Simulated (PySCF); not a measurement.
**Excitation energy of Zn(2+) by level of theory**

Zn(2+) [Ar] 3d10 (1S) → Zn(2+) [Ar] 3d9 4s1 (3D), as a difference of total energies. Calculation: PySCF 2.14, in x2c-TZVPPall with one added diffuse shell each of s, p, d, f type (7s6p5d3f1g, 80 functions); the spin-free X2C one-electron Hamiltonian (Gaussian nucleus). Correlated levels: valence: [Ar] frozen. The calculations carry no spin-orbit coupling.

| method | excitation energy (cm⁻¹) |
| --- | --- |
| UHF | 65251 |
| MP2 (valence) | 82441 |
| SCS-MP2 (valence) | 80904 |
| CCSD (valence) | 77617 |
| CCSD(T) (valence) | 78228 |
